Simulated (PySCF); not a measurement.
## FPdN: from structure and modes to constants

All numbers come from UPBE0/[Pd def2-TZVP with ECP28, N def2-TZVP, F def2-TZVP], scalar-relativistic core potentials, density fitting, no spin–orbit coupling, PySCF.

The triplet minimum has Cs symmetry. Masses (u): Pd 105.90348, N 14.00307, F 18.99840.

```xyz
3
charge 0 multiplicity 3, angstrom
Pd   -0.0810    0.0000   -0.2083
N    -1.6171    0.0000    0.5179
F     1.6415    0.0000    0.6061
```

Harmonic wavenumbers (cm⁻¹): 101.2 (a', ×1), 570.8 (a', ×1), 791.1 (a', ×1).

**Question.** Find the principal moments of inertia and the rotational constants. What kind of rotor is it?

**Answer.** About the centre of mass I = 14.172, 89.585, 103.76 u Å². With B = 16.8576/I this gives 1.19, 0.1882, 0.1625 cm⁻¹. The molecule is an asymmetric top with κ = -0.95.

**Question.** Find the vibrational entropy and heat capacity at 298.15 K.

**Answer.** With u = 1.43878 ω/T, each mode gives S = R[u/(eᵘ−1) − ln(1−e⁻ᵘ)] and C = R u² eᵘ/(eᵘ−1)².
| ω (cm⁻¹) | u | S (J/(mol K)) | C (J/(mol K)) |
| --- | --- | --- | --- |
| 101.2 | 0.488 | 14.36 | 8.15 |
| 570.8 | 2.754 | 2.10 | 4.58 |
| 791.1 | 3.818 | 0.90 | 2.78 |
The sums over all modes are S = 17.4 and C = 15.5 J/(mol K); the softest mode gives 83 % of the entropy.

**Question.** Give the standard entropy (298.15 K, 1 bar) by its translational, rotational, vibrational and spin parts, and Cp.

**Answer.** Sackur–Tetrode with M = 138.90 u gives 170.4; rotation with symmetry number 1 gives 97.5; vibration 17.4; spin R ln 3 = 9.1. The total is 294.4 J/(mol K), and Cp = 4 R + 15.5 = 48.8 J/(mol K).

Only a few start shapes were tried, so a lower isomer may exist. Open d and f shells are described by one determinant, and the ground state may have another occupation or spin.
